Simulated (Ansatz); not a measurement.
GeI₂, charge +1, doublet, geometry from GFN2-xTB (a state made from the parent by changing its charge; the spin is typed, not shown lowest) (core potentials on I); Ansatz (a first-principles code) with B97M-V/def2-SVPD.

The Ansatz input:
Ansatz 0.2 input:
```yaml
crystal:
  periodic: [false, false, false]
  atoms:
    - {symbol: Ge, position_ang: [0.00221417, -0.00954082, 0.99795171]}
    - {symbol: I, position_ang: [1.09983252, -1.87992098, -0.32171048]}
    - {symbol: I, position_ang: [-1.10116938, 1.88568147, -0.28082640]}
basis:
  gaussian:
    orbitals: def2-SVPD
hamiltonian:
  xc: {name: B97M-V}
total_charge: 1
magnetization: {spin_polarized: true, initial_magnetization: 1}
accuracy: high
```

Output, abridged:

```
Functional definition: B97M-V
2230 factors; integrals over basis functions are off by at most 4.6e-9 eV
mean field evaluation 1: about -72693.1519 eV, gradient 1.5e1 eV
mean field evaluation 2: about -72684.8016 eV, gradient 3.7e1 eV
mean field evaluation 4: about -72694.7149 eV, gradient 2.1e0 eV
mean field evaluation 8: about -72694.7446 eV, gradient 5.7e-2 eV
mean field evaluation 16: about -72694.7446 eV, gradient 3.4e-5 eV
mean field evaluation 32: about -72694.0078 eV, gradient 9.1e-3 eV
mean field evaluation 64: about -72693.9937 eV, gradient 5.6e0 eV
mean field -72694.74464152 eV, -2671.4825913083 hartree, gradient 4.9e-8 eV, S^2 0.758125; 9 other end points of the search recorded, 0 dependent functions left out
reference -72694.74465266 eV, -2671.4825917175 hartree; 41, 40 occupied and 67, 68 virtual orbitals, 2230 factors
Total energy: -72694.74465266 eV, -2671.4825917175 hartree
```
